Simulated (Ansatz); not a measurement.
A run of Ansatz (development build ahead of 0.2.0) on singlet SF₆ at this shape:

```xyz
7

S     0.0000    0.0000    0.0000
F     1.5807    0.0000    0.0000
F    -1.5807    0.0000    0.0000
F     0.0000    1.5807    0.0000
F     0.0000   -1.5807    0.0000
F     0.0000    0.0000    1.5807
F     0.0000    0.0000   -1.5807
```

Its results:

```yaml
Converged: yes
Reference_energy: -994.29302 hartree
Correlation_energy: -1.73545 hartree
Total_energy: -996.02847 hartree
Spin_squared_of_the_determinant: 0.000
```

**Question.** Which input gives this output? Name the method, the orbitals and the basis set, and write the input.

**Answer.** RHF-MP2 in cc-pVTZ. An unrestricted run that stays on the closed shell gives the same numbers.

```yaml
crystal:
  periodic: [false, false, false]
  atoms:
    - { symbol: S, position_ang: [0.0, 0.0, 0.0] }
    - { symbol: F, position_ang: [1.58066, 0.0, 0.0] }
    - { symbol: F, position_ang: [-1.58066, 0.0, 0.0] }
    - { symbol: F, position_ang: [0.0, 1.58066, 0.0] }
    - { symbol: F, position_ang: [0.0, -1.58066, 0.0] }
    - { symbol: F, position_ang: [0.0, 0.0, 1.58066] }
    - { symbol: F, position_ang: [0.0, 0.0, -1.58066] }
basis:
  gaussian: { orbitals: cc-pVTZ }
hamiltonian:
  xc: hf
correlation:
  method: mp2
  frozen_orbitals: { F: 1, S: 5 }
```
